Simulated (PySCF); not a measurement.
**Dipole response of Ta⁺ (tantalum, charge +1)**

[Xe] 4f14 5d3 6s1, high-spin 5F determinant. Computed with PySCF 2.14 in x2c-TZVPPall with one added diffuse shell each of s, p, d, f type (12s8p8d4f1g, 113 functions), with scalar relativity by spin-free X2C-1e. Coupled (time-dependent) response in atomic units; α is the mean over directions.

| method | mean α (bohr³) | C₆ (like pair) | S(−4) |
| --- | --- | --- | --- |
| PBE | 41.35 | 359.2 | 795.3 |

S(−4) is the Cauchy moment in α(ω) = α(0) + S(−4) ω² + …

Spin-orbit coupling is absent.

α(iu) at PBE:

| u (hartree) | α(iu) (bohr³) |
| --- | --- |
| 0 | 41.35 |
| 0.0500 | 39.48 |
| 0.100 | 34.96 |
| 0.200 | 25.07 |
| 0.300 | 18.23 |
| 0.500 | 11.15 |
| 0.750 | 7.247 |
| 1.00 | 5.235 |
| 1.50 | 3.193 |
| 2.00 | 2.172 |
| 3.00 | 1.191 |
| 5.00 | 0.5085 |

For an ion, C₆ is the dispersion term alone; charge-induced terms of lower order in 1/R come first.

Spin-orbit coupling, absent here, splits the open shell strongly.
